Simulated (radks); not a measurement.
Fractional charge and spin in the 5p shell of caesium: the spin-up occupation runs from 2 to 3 and the spin-down occupation from 2 to 3; the fullest corner is Cs, [Kr] 4d10 5s2 6s(up 0.5, down 0.5) 5p(up 3, down 3). Calculated with a radial shooting solver on a logarithmic mesh with Libxc functionals: scalar-relativistic Kohn-Sham, PBEsol, spin-polarised, spherical densities, point nucleus. Energy (eV) above the fullest corner. The planes named below are the two flat planes that join the four corners, with an edge along up + down = one added electron.

down \ up,2,2.25,2.5,2.75,3
2,45.290,37.485,30.294,23.705,17.708
2.25,37.485,30.343,23.801,17.847,12.469
2.5,30.294,23.801,17.893,12.559,7.784
2.75,23.705,17.847,12.559,7.827,3.634
3,17.708,12.469,7.784,3.634,0.000

Corners above the fullest one (they belong to Cs+ and the next ion): (up 3, down 2) 17.708 eV, (up 2, down 3) 17.708 eV, (up 2, down 2) 45.290 eV. With half an added electron in each spin the energy lies 0.185 eV from the planes, and with half an added electron in spin up alone -1.205 eV. The planes are only a guide here: the flat-plane condition holds for ground states with one frontier orbital, while this shell lies below other occupied shells, so the corners above the fullest one are inner-hole states and not the ground states of those ions.
